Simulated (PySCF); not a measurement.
## Spinor energies of Sb (antimony, neutral)

Start: [Kr] 4d10 5s2 5p3; 5p3/2 filled at m_j = -1/2, +1/2, +3/2. Calculated with PySCF 2.14 in x2c-SVPall-2c with one added diffuse shell each of s, p type (7s9p4d, 54 functions): generalised Hartree-Fock with the X2C-1e Hamiltonian and a Gaussian nucleus; one run each with spin-orbit coupling (SO) switched off, then screened by Boettger's factors. This is a chosen level, not necessarily the ground level.

| spinor shell | electrons | ε, spin-free (eV) | ε, screened SO (eV) | weight of nominal j (screened SO) | rms radius, screened SO (bohr) |
| --- | --- | --- | --- | --- | --- |
| 1s1/2 | 2 | -30637.9 | -30634.9 | 1.000 | 0.0326 |
| 2s1/2 | 2 | -4755.1 | -4754.2 | 1.000 | 0.133 |
| 2p1/2 | 2 | -4262.9 | -4437.9 | 1.000 | 0.115 |
| 2p3/2 | 4 | -4262.9 | -4183.2 | 1.000 | 0.120 |
| 3s1/2 | 2 | -972.07 | -971.80 | 1.000 | 0.352 |
| 3p1/2 | 2 | -807.45 | -840.64 | 1.000 | 0.345 |
| 3p3/2 | 4 | -807.45 | -792.16 | 1.000 | 0.356 |
| 3d3/2 | 4 | -556.56 | -562.24 | 1.000 | 0.330 |
| 3d5/2 | 6 | -556.56 | -552.47 | 1.000 | 0.333 |
| 4s1/2 | 2 | -175.90 | -175.80 | 1.000 | 0.841 |
| 4p1/2 | 2 | -123.02 | -129.14 | 0.999 | 0.894 |
| 4p3/2 | 4 | -123.02 | -120.13 | 1.000 | 0.921 |
| 4d3/2 | 4 | -43.737 | -44.469 | 0.984 | 1.11 |
| 4d5/2 | 6 | -43.737 | -43.140 | 0.989 | 1.12 |
| 5s1/2 | 2 | -16.925 | -16.900 | 1.000 | 2.45 |
| 5p3/2 | 3 | -9.110 | -9.110 | 0.601 | 3.09 |

| quantity | spin-free | screened SO |
| --- | --- | --- |
| E (hartree) | -6476.50159 | -6478.13008 |
| M_J | 3/2 | 3/2 |
| ⟨J²⟩ | 3.752 | 3.754 |
| ⟨L²⟩ | 0.000 | 0.066 |
| ⟨S²⟩ | 3.752 | 3.700 |

Each row is a mean over spinors that exchange with the open shell spreads, by up to 5.918 eV (5s1/2).

Rows whose weight is well below 1 are mixtures of j = l ± 1/2: exchange outweighs spin-orbit coupling there, and the label is only the starting occupation.

Breit and QED terms are absent; they matter most for the inner s and p1/2 levels.

Densities and radii are taken from the X2C orbitals without a picture-change correction, which distorts them close to the nucleus.

Without spin-orbit coupling the j labels of p, d and f shells carry no meaning; the spin-free column gives the mean over the occupied spinors of each nl shell.
